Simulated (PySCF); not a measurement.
Species: C2H10OSi4.
SMILES with atom numbers: `[CH3:1][Si@H:2]1[SiH2:3][Si@@H:4]([CH:5]=[O:6])[SiH2:7]1`

NICS = −σ at a ghost point: NICS(0) at the centroid of the ring atoms, NICS(1) 1 Å to either side along the normal of their mean plane, zz for the tensor component along that normal. Level: GIAO PBE0/pcSseg-1 (PySCF, non-relativistic, gas phase) on the GFN2-xTB geometry, one conformer.

Ring bond lengths (Å), with Mayer bond orders in brackets: Si2–Si3 2.373 (0.83), Si3–Si4 2.368 (0.86), Si4–Si7 2.370 (0.86), Si7–Si2 2.372 (0.83).

Question: Give the NICS values of each ring in ppm.

Answer: 
```
           ring                                                type  NICS(0)  NICS(1), two faces  NICS(1)zz, two faces  rms pucker (Å)  centre to ring atoms, mean (Å)
Si2–Si3–Si4–Si7  4-membered ring with 4 Si; formal bonds all single      1.9         -0.2 / -0.6             4.4 / 6.3            0.10                            1.67
```

Question: What can be read from them?

Answer: 
- Si2–Si3–Si4–Si7: mean NICS(1)zz 5.4 ppm, deshielded. Si2, Si3, Si4, Si7 have four or more neighbours; no verdict on aromaticity is drawn.

Question: Give the inner angles of the rings and the Hirshfeld charges of the ring atoms.

Answer: 
- Si2–Si3–Si4–Si7: Si2 90.4° (+0.202 e), Si3 88.6° (+0.146 e), Si4 90.6° (+0.156 e), Si7 88.6° (+0.146 e); sum 358.2° against 360° for a flat convex ring.

On one thread of an Arm Neoverse N1, no GPU, shared host with 64 logical CPUs at a one-minute load of 61, this took 64 s of wall time and 0.82 GiB of memory at its peak. This is the whole shielding run at PBE0/pcSseg-1, SCF included.

The values belong to the conformer `[CH3:1][Si@H:2]1[SiH2:3][Si@@H:4]([CH:5]=[O:6])[SiH2:7]1`: Si3–Si4–C5–O6 44°.
